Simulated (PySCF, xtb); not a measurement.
C₃H₉ClOSi, SMILES CC[Si@](C)(O)Cl.

GFN2-xTB in xtb 6.7.1 at its own geometry gives an orbital gap of 6.72 eV and a dipole moment of 2.02 D.

Geometry: B3LYP-D3(BJ)/def2-SVP. The structure was generated by enumeration; whether it is a known compound was not checked. Other conformers were not sampled.

Question: What does PBE/def2-TZVP run with PySCF give? (An estimate is asked for; the answer gives what the named calculation found.)

Answer: gap 6.64 eV (levels -6.79 and -0.15 eV), dipole 1.76 D.
